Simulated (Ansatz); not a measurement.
Cost and result for the atomization energy of `C[O][SnH][C]#N` radical (9 atoms, 8 bonds).

```xyz
9

C    -0.319    1.684    0.324
O    -0.590    0.305    0.266
Sn    0.846   -1.033    0.262
C    -0.261   -2.755   -0.297
N    -0.799   -3.752   -0.519
H     0.529    1.981   -0.307
H    -0.121    2.015    1.350
H    -1.206    2.213   -0.036
H     1.920   -0.658   -1.043
```

Total charge 0; spin multiplicity 2. Correlated methods include outer-core shells of Sn, which these sets cover unevenly. Sn: def2 effective core potential. The structure was optimised at the PBE0-D4/def2-TZVP level. It is one conformer, not always the lowest. Program: Ansatz. Hardware: A = 2 threads of an AMD EPYC 7R13 on a shared host; B = 2 threads of an AMD EPYC 7R13 on a shared host and a share of an NVIDIA H100 80 GB. Times are those of one run each, without the atoms' runs, and a repeat can differ threefold. Electronic energies, without spin–orbit coupling; frozen cores. CCSD(T)/CBS adds CCSD(T) − MP2 in def2-TZVPP to the MP2 limit, and its time is that of the two runs behind it. T1 = 0.019; ⟨S²⟩ of the reference is 0.76. With those shells the extrapolation isn't a true limit. B3LYP takes the VWN-RPA correlation (the form of Gaussian; ORCA's B3LYP/G).

CCSD(T)/CBS is a level of theory with its own doubt, some kJ/mol a heavy atom from the limit and from the frozen cores, so smaller differences don't rank the functionals.

| level | functions | wall time |
| --- | --- | --- |
| LDA (SPW92)/def2-TZVPP [A] | 230 | 3.9 s |
| PBE-D4/def2-TZVPP (with forces) [A] | 230 | 6 s |
| BLYP-D4/def2-TZVPP [A] | 230 | 6 s |
| B3LYP-D4/def2-TZVPP (with forces) [A] | 230 | 11 s |
| BHLYP-D4/def2-TZVPP [A] | 230 | 11 s |
| CCSD(T)/def2-SVP [B] | 102 | 12 s |
| r2SCANh-D4/def2-TZVPP [A] | 230 | 13 s |
| MP2/def2-QZVPP [B] | 430 | 15 s |
| B2PLYP/def2-TZVPP [A] | 230 | 17 s |
| B97M-V/def2-TZVPP [A] | 230 | 19 s |
| CCSD(T)/def2-TZVPP [B] | 230 | 20 s |
| ωB97X-V/def2-TZVPP [A] | 230 | 23 s |
| CCSD(T)/CBS(def2) | – | 35 s |

(1) What atomization energy does each give, and how far from CCSD(T)/CBS? (An estimate is asked.)

Answers

(1) The calculation gave: 
| level | atomization (kJ/mol) | difference from CCSD(T)/CBS | per bond |
| --- | --- | --- | --- |
| LDA (SPW92)/def2-TZVPP [A] | 3863.1 | 552.2 | 69.0 |
| PBE-D4/def2-TZVPP (with forces) [A] | 3423.6 | 112.7 | 14.1 |
| BLYP-D4/def2-TZVPP [A] | 3353.1 | 42.2 | 5.3 |
| B3LYP-D4/def2-TZVPP (with forces) [A] | 3309.5 | -1.4 | -0.2 |
| BHLYP-D4/def2-TZVPP [A] | 3149.3 | -161.6 | -20.2 |
| CCSD(T)/def2-SVP [B] | 3085.9 | -225.0 | -28.1 |
| r2SCANh-D4/def2-TZVPP [A] | 3265.7 | -45.2 | -5.7 |
| MP2/def2-QZVPP [B] | 3343.7 | 32.8 | 4.1 |
| B2PLYP/def2-TZVPP [A] | 3277.3 | -33.6 | -4.2 |
| B97M-V/def2-TZVPP [A] | 3323.2 | 12.3 | 1.5 |
| CCSD(T)/def2-TZVPP [B] | 3208.6 | -102.3 | -12.8 |
| ωB97X-V/def2-TZVPP [A] | 3318.1 | 7.2 | 0.9 |
| CCSD(T)/CBS(def2) | 3310.9 | 0.0 | 0.0 |

In def2-TZVPP, CCSD(T) changes the Hartree–Fock value by +1015.7 kJ/mol (the triples alone add +76.8 kJ/mol) and MP2 by +1089.3 kJ/mol; breaking electron pairs costs correlation energy, which Hartree–Fock lacks. Leaving LDA and LC-ωPBE aside and taking each functional with its dispersion term where it has one, the values spread over 274.3 kJ/mol, from BHLYP-D4 to PBE-D4. LDA lies +457.5 kJ/mol from PBE without D4, its usual overbinding. From BLYP to BHLYP (50 % exact exchange), in def2-TZVPP and without D4, the atomization energy moves by −188.8 kJ/mol: exact exchange takes away binding that semilocal exchange gives to molecules.

Spin–orbit coupling would lower the free Sn atoms strongly, and the atomization energy with them, by more than many differences here. For some Ge, Se and Sn compounds the MP2-based and the directly extrapolated limit differ by 10 to 25 kJ/mol.
